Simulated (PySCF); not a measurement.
CH₅NO₂SW, SMILES [NH]=[W](=[O])([O]C)[SH], multiplicity 1.

Coordinates come from a B3LYP-D3(BJ)/def2-SVP optimisation. The spin state was assumed, not searched. The def2 effective core potentials stand for the cores of W; spin–orbit coupling is left out. Other conformers were not sampled.

Two levels are set side by side: PBE/def2-TZVP (PySCF) and r2SCAN/def2-TZVP (PySCF). Same geometry, gas phase. Differences are taken from unrounded values.

```tsv
quantity	PBE
orbital gap (eV)	4.13
highest occupied level (eV)	-6.52
lowest empty level (eV)	-2.39
dipole moment (D)	2.70
mean polarisability (bohr³)	89.9
```

**Question.** These are the PBE values. What does r2SCAN give? (The exact figures need the calculation; the answer reports its results.)

**Answer.** 
| quantity | r2SCAN | PBE minus r2SCAN |
|---|---|---|
| orbital gap (eV) | 4.51 | -0.37 |
| highest occupied level (eV) | -6.83 | 0.31 |
| lowest empty level (eV) | -2.32 | -0.06 |
| dipole moment (D) | 2.75 | -0.05 |
| mean polarisability (bohr³) | 87.9 | 2.0 |

Rough cost on one machine, each run with all the roots and properties that it gave: r2SCAN against PBE about 3 times.
